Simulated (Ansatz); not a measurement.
Reaction (redistribution): `[SH][Zr]([Cl])([Cl])[Cl]` + `CC(C)N[Si](Cl)(Cl)Cl` → `CC(C)[NH][Zr]([Cl])([Cl])[Cl]` + `S[Si](Cl)(Cl)Cl`

Isolated molecules relaxed with PBE0-D4/def2-TZVP in Ansatz; ΔE leaves out vibrations. CBS: MP2 limit from def2 TZ/QZ plus the TZ coupled-cluster correction, frozen cores. def2 core potentials past Kr. For Zr outer-core shells are correlated without core-valence functions, which leaves a few kJ/mol of doubt a bond. One conformer a species, not always the lowest.

| level | ΔE (kcal/mol) |
| --- | --- |
| CCSD/def2-TZVPP | 5.8 |
| HF/def2-QZVPP | 9.9 |

Task: What does CCSD(T)/CBS give? (Best estimate.)

Result: Computed: +5.6 kcal/mol. The listed levels differ from it by 0.2, 4.3 kcal/mol.

Largest T1 diagnostic among the species: 0.016.

From PBE to PBE0 (25 % exact exchange), in def2-TZVPP and without D4, ΔE moves by +0.9 kcal/mol. Leaving LDA and LC-ωPBE aside and taking each functional with its dispersion term where it has one, the values, not all of them listed here, spread over 3.1 kcal/mol, from revPBE-D4 to BHLYP-D4. The D4 term adds −0.8 kcal/mol with B3LYP and −0.4 kcal/mol with PBE0; it sums over pairs of atoms, weighted by their polarisabilities, and B3LYP, whose exchange is more repulsive, gets the larger term.

B3LYP here is the variant with VWN-RPA as its local correlation; programs differ in this.
